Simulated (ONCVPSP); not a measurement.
## Scattering properties, ONCV potential for terbium

```json
{
  "Element": "terbium",
  "Generator": "ONCVPSP 4.0.1",
  "Type": "optimised norm-conserving Vanderbilt (ONCV)",
  "Functional": "BLYP",
  "Relativity": "fully relativistic",
  "Frozen core": "[Kr] 4d10 4f8",
  "Valence charge": "11",
  "Reference configuration": "5s2 5p6 5d1 6s2",
  "Partial waves": "5s+6s: rc 2.15 bohr, ncon 4, nbas 9, qcut 6.4 1/bohr, 3 projectors, debl 1.1 Ha; 5p: rc 1.90 bohr, ncon 4, nbas 7, qcut 7.7 1/bohr, 2 projectors, debl 1.5 Ha; 5d: rc 3.50 bohr, ncon 4, nbas 8, qcut 4.1 1/bohr, 3 projectors, debl 3 Ha",
  "Local potential": "polynomial inside 1.55 bohr (lpopt 4, dvloc0 3 Ha)",
  "Core correction": "Teter function, fcfact 5, rcfact 1.25"
}
```

Open shells are filled in proportion to 2j + 1.

The phase is arctan(r·R′/R) of the radial function R(r), unwrapped; energies in Ha, scanned from -3 to 5 Ha. A pole is an energy at which the radial function vanishes at the test radius. The pseudo phase is shifted by a multiple of π to meet the all-electron one at the reference energy, and phase errors are pseudo minus all-electron; the curves can meet again beyond the range given. Levels narrower than the energy grid can be missing from the lists of poles.

| channel | radius (bohr) | reference energy (Ha) | poles, all-electron | poles, pseudo | unbroken range about the reference energy with phases within 0.05 rad | phase error 1 Ha above the reference energy (rad) |
| --- | --- | --- | --- | --- | --- | --- |
| s | 2.18 | -0.15 | -1.65, 3.81 | -1.65, 3.81 | the whole range | +0.000 |
| p3/2 | 1.93 | -0.97 | -0.01 | -0.01 | the whole range | -0.000 |
| p1/2 | 1.93 | -1.14 | -0.36 | -0.36 | the whole range | -0.000 |
| d5/2 | 3.55 | -0.08 | 0.09, 1.77, 4.54 | 0.09, 1.80, 4.55 | below 0.5 | +0.060 |
| d3/2 | 3.55 | -0.09 | 0.07, 1.74, 4.50 | 0.07, 1.78, 4.52 | below 0.4 | +0.072 |

Phases in the p1/2 channel:

```tsv
E (Ha)	all-electron	pseudo
-2.98	1.159	1.159
-2.54	1.030	1.030
-2.10	0.709	0.709
-1.66	-0.291	-0.291
-1.22	-1.165	-1.165
-0.78	-1.446	-1.446
-0.34	-1.576	-1.576
0.10	-1.664	-1.664
0.54	-1.743	-1.743
0.98	-1.833	-1.833
1.42	-1.964	-1.964
1.86	-2.208	-2.209
2.30	-2.783	-2.789
2.74	-3.684	-3.694
3.18	-4.167	-4.173
3.62	-4.372	-4.377
4.06	-4.479	-4.484
4.50	-4.546	-4.550
4.94	-4.592	-4.597
```
